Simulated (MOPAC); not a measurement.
Input file for MOPAC: PM7 on H2OSe (SMILES O[SeH]), a point of a torsion scan.

```
PM7 1SCF PRECISE CHARGE=0 THREADS=1
H2OSe

O     -0.88220214 1     0.32427974 1     0.37222827 1
Se     0.78022173 1     0.65030128 1    -0.30631770 1
H     -1.29680798 1    -0.34900997 1    -0.17180652 1
H      1.03735475 1     1.63787579 1     0.71787585 1
```

Output:

```
*******************************************************************************
 **                                                                           **
 **                              MOPAC v23.2.5                                **
 **                                                                           **
 *******************************************************************************
 ** MOPAC's Digital Object Identifier: https://doi.org/10.5281/zenodo.6511958 **
 **                                                                           **
 ** Please cite the open-source release paper for use of this MOPAC version:  **
 ** J. E. Moussa and J. J. P. Stewart (2026)                                  **
 ** MOPAC: An open-source semiempirical molecular orbital program             **
 ** J. Open Source Softw., 11(119), 8025, https://doi.org/10.21105/joss.08025 **
 *******************************************************************************

                              PM7 CALCULATION RESULTS

 *******************************************************************************
 *  PM7        - The PM7 Hamiltonian to be used
 *
 *
 *
 *                 CHARGE ON SYSTEM = 0
 *
 *
 *
 *  PRECISE    - TIGHTER CRITERIA TO BE USED
 *  1SCF       - DO 1 SCF AND THEN STOP
 *  THREADS=1  - MULTI-THREADING NOT USED
 *  T=         - A TIME OF 172800.0 SECONDS REQUESTED
 *  DUMP=N     - RESTART FILE WRITTEN EVERY 7200.0 SECONDS REQUESTED
 *******************************************************************************
PM7 1SCF PRECISE CHARGE=0 THREADS=1
 H2OSe

   ATOM   CHEMICAL          X               Y               Z
  NUMBER   SYMBOL      (ANGSTROMS)     (ANGSTROMS)     (ANGSTROMS)

     1       O         -0.88220214  *   0.32427974  *   0.37222827  *
     2      Se          0.78022173  *   0.65030128  *  -0.30631770  *
     3       H         -1.29680798  *  -0.34900997  *  -0.17180652  *
     4       H          1.03735475  *   1.63787579  *   0.71787585  *



          CARTESIAN COORDINATES

    NO.       ATOM           X           Y           Z

     1         O         -0.8822      0.3243      0.3722
     2        Se          0.7802      0.6503     -0.3063
     3         H         -1.2968     -0.3490     -0.1718
     4         H          1.0374      1.6379      0.7179

 General Reference for PM7:
 "Optimization of Parameters for Semiempirical Methods VI: More Modifications to the
 NDDO Approximations and Re-optimization of Parameters", J. J. P. Stewart, J. Mol. Mod., 1:32, 19 (2013)
 https://link.springer.com/article/10.1007/s00894-012-1667-x

           Empirical Formula: H2 O Se  =     4 atoms



      MOLECULAR POINT GROUP   :   Cs


      RHF CALCULATION, NO. OF DOUBLY OCCUPIED LEVELS = 7


 -------------------------------------------------------------------------------
 PM7 1SCF PRECISE CHARGE=0 THREADS=1
 H2OSe



     1SCF WAS SPECIFIED, SO BFGS WAS NOT USED
     SCF FIELD WAS ACHIEVED


                              PM7 CALCULATION
                                                       MOPAC v23.2.5 Linux




          FINAL HEAT OF FORMATION =        -59.43752 KCAL/MOL =    -248.68658 KJ/MOL


          COSMO AREA              =         76.84 SQUARE ANGSTROMS
          COSMO VOLUME            =         59.72 CUBIC ANGSTROMS

          IONIZATION POTENTIAL    =          7.976175 EV
          HOMO LUMO ENERGIES (EV) =         -7.976 -0.493
          NO. OF FILLED LEVELS    =          7
          MOLECULAR WEIGHT        =         96.9752         POINT GROUP:  Cs

          MOLECULAR DIMENSIONS (Angstroms)

            Atom       Atom       Distance
            H     4    H     3     3.19180
           Se     2    O     1     1.34855
            H     3    O     1     0.00000


          SCF CALCULATIONS        =          1





   ATOM   CHEMICAL          X               Y               Z
  NUMBER   SYMBOL      (ANGSTROMS)     (ANGSTROMS)     (ANGSTROMS)

     1       O         -0.88220214  *   0.32427974  *   0.37222827  *
     2      Se          0.78022173  *   0.65030128  *  -0.30631770  *
     3       H         -1.29680798  *  -0.34900997  *  -0.17180652  *
     4       H          1.03735475  *   1.63787579  *   0.71787585  *

                             CARTESIAN COORDINATES

   1    O       -0.882202140     0.324279740     0.372228270
   2   Se        0.780221730     0.650301280    -0.306317700
   3    H       -1.296807980    -0.349009970    -0.171806520
   4    H        1.037354750     1.637875790     0.717875850


           Empirical Formula: H2 O Se  =     4 atoms



      MOLECULAR POINT GROUP   :   Cs


                  EIGENVALUES
 -27.68817 -23.19578 -15.65977 -12.94994 -12.02231 -10.92822  -7.97617  -0.49348
   1.53480   5.96362


              NET ATOMIC CHARGES AND DIPOLE CONTRIBUTIONS

  ATOM NO.   TYPE          CHARGE      No. of ELECS.   s-Pop       p-Pop
    1          O          -0.720461        6.7205     1.84912     4.87134
    2         Se           0.318263        5.6817     1.93999     3.74174
    3          H           0.331086        0.6689     0.66891
    4          H           0.071112        0.9289     0.92889
 DIPOLE           X         Y         Z       TOTAL
 POINT-CHG.     2.538    -0.124    -1.784     3.105
 HYBRID        -0.548     0.288     0.699     0.934
 SUM            1.990     0.164    -1.085     2.272


          ATOMIC ORBITAL ELECTRON POPULATIONS

     Atom    s        px        py        pz
    1  O   1.84912   1.49696   1.70802   1.66636
    2 Se   1.93999   0.82550   1.53653   1.37971
    3  H   0.66891
    4  H   0.92889

 **********************
 *                    *
 * JOB ENDED NORMALLY *
 *                    *
 **********************




 == MOPAC DONE ==
```

The run finished.

Cost: very roughly 0.06 core-seconds.
